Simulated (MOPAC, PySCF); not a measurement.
C₉H₇F₃, SMILES `FC(F)(F)/C=C\c1ccccc1` (C–C–C–C torsion 152°), neutral singlet in the gas phase. 

Cartesian coordinates (Å):
SMILES: FC(/C=C\c1ccccc1)(F)F
```xyz
19

F     -4.0444     0.6170     0.4398
C     -2.7472     0.3358     0.5972
F     -2.6109    -0.1730     1.8362
F     -2.0836     1.4937     0.5791
C     -2.3019    -0.6177    -0.4664
C     -1.0504    -0.8685    -0.8798
C      0.2412    -0.3598    -0.4052
C      1.2998    -0.2918    -1.3257
C      2.5507     0.1832    -0.9461
C      2.7737     0.5768     0.3725
C      1.7400     0.4860     1.3044
C      0.4852     0.0223     0.9238
H     -3.1346    -1.1298    -0.9538
H     -0.9724    -1.5566    -1.7293
H      1.1296    -0.6083    -2.3583
H      3.3573     0.2397    -1.6806
H      3.7566     0.9434     0.6774
H      1.9142     0.7740     2.3437
H     -0.3029    -0.0664     1.6711
```
Charge 0, multiplicity 1.

All levels are single points at this geometry (PBE0-D3(BJ)/def2-SVP); Pople sets use spherical d functions. Orbital energies aren't observables, and empty levels follow the basis.

```csv
level,HOMO (eV),LUMO (eV),gap (eV),dipole (D),"vertical IE, Delta-SCF (eV)"
PBE-D3(BJ)/def2-TZVP in PySCF,-6.16,-2.46,3.69,2.41,8.65
PBE0-D3(BJ)/def2-TZVP in PySCF,-7.11,-1.62,5.48,2.56,8.77
B3LYP/3-21G in PySCF,-6.69,-1.37,5.32,2.42,–
B3LYP/6-311+G** in PySCF,-6.96,-1.88,5.08,2.77,–
BP86/6-31G* in PySCF,-5.87,-2.11,3.76,2.10,–
M06-2X/6-31G* in PySCF,-7.92,-0.44,7.47,2.41,–
PBE/6-31G* in PySCF,-5.78,-2.02,3.76,2.07,8.36
SVWN5/6-31G* in PySCF,-5.96,-2.24,3.73,2.17,8.60
HF/6-31G* in PySCF,-8.75,2.36,11.11,2.79,–
HF/STO-3G in PySCF,-7.16,5.56,12.72,1.93,–
AM1 in MOPAC,-9.56,-0.52,9.04,2.70,–
PM6 in MOPAC,-9.65,-0.73,8.92,2.96,–
PM7 in MOPAC,-9.77,-0.88,8.89,3.08,–
```
